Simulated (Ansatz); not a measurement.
The first iterations of a band of AlFH₂OS (6 atoms, charge 0, multiplicity 1).

Level of theory: RKS PBE0/def2-SVP in Ansatz 0.2.0.

```json
{"movable images": "4", "climbing image": "no", "spring": "5.0 eV/Å²", "optimiser": "quadratic models (default)", "start path": "through a guess of the saddle point", "force threshold": "0.03 eV/Å", "iteration limit": "60", "end points": "relaxed"}
```

First end point:

```xyz
6
Properties=species:S:1:pos:R:3
O 1.395 -0.464 -1.038
Al 0.228 -0.249 0.158
F 0.408 -1.089 1.576
S -1.494 1.056 -0.037
H 1.446 -0.064 -1.905
H -1.941 0.747 1.201
```

Last end point:

```xyz
6
Properties=species:S:1:pos:R:3
O 1.153 -0.346 -0.952
Al 0.249 -0.417 0.468
F 0.800 -1.408 1.674
S -1.585 0.677 0.865
H 1.016 0.161 -1.751
H -1.590 1.270 -0.350
```

| iteration | highest image above the first end (eV) | largest band force component (eV/Å) |
| --- | --- | --- |
| 1 | 21.457 | 94.296 |
| 2 | 3.665 | 21.930 |
| 3 | 1.884 | 14.147 |
| 4 | 0.524 | 4.632 |
| 5 | 0.253 | 1.576 |

Task: Does the band converge within its limit, and where does its top end?

Result: It converged. It ended after 15 iterations with the highest image 0.166 eV above the first end. No image climbed, so the highest image needn't sit at the top of the path.

Time of the run: 81 s on 1 thread of Intel(R) Xeon(R) 6975P-C (Granite Rapids), with other jobs on the host, peak memory 0.15 GiB.
